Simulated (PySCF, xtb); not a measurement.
Si(Me)(SH)3 (CH6S3Si), SMILES C[Si](S)(S)S.

xtb 6.7.1 with GFN2-xTB at its own geometry gives an orbital gap of 4.62 eV and a dipole moment of 1.99 D.

The structure is a stationary point at r2SCAN-D4/def2-SVP. Other conformers were not sampled.

Question: What does ωB97X/def2-TZVP (PySCF) give? (The exact figures need the calculation; the answer reports its results.)

Answer: gap 11.67 eV (levels -9.75 and 1.92 eV), dipole 1.71 D.
